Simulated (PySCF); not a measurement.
Series: cyclic III–V and III–VI dimers. Gas-phase values, no solvent. Strings in code marks are SMILES.

Level of theory: TPSSh-D3(BJ)/def2-TZVP // CAM-B3LYP-D3(BJ)/def2-SVP run with PySCF 2.14.0. Delta-SCF ions had no search for a lower state. 

| species | dipole moment (D) | vertical ionisation energy (Delta-SCF) (eV) | LUMO (eV) |
|---|---|---|---|
| `[BH2-]1[OH+][BH2-][OH+]1` | 0.00 | 10.02 | -0.05 |
| `[BH2-]1[SeH+][BH2-][SeH+]1` | 0.03 | 9.47 | -0.86 |
| `[AlH2-]1[SH+][AlH2-][SH+]1` | [?] | 9.82 | -0.84 |
| `[NH2+]1[GaH2-][NH2+][GaH2-]1` | 0.01 | 9.48 | -0.42 |
| `[GaH2-]1[SeH+][GaH2-][SeH+]1` | [?] | 9.38 | -0.94 |
| `[InH2-]1[SbH2+][InH2-][SbH2+]1` | [?] | 8.22 | [?] |

### Question
Fill in the missing entries.

### Answer

- `[AlH2-]1[SH+][AlH2-][SH+]1`, dipole moment (D): 0.01
- `[GaH2-]1[SeH+][GaH2-][SeH+]1`, dipole moment (D): 0.05
- `[InH2-]1[SbH2+][InH2-][SbH2+]1`, dipole moment (D): 0.00
- `[InH2-]1[SbH2+][InH2-][SbH2+]1`, LUMO (eV): -1.63
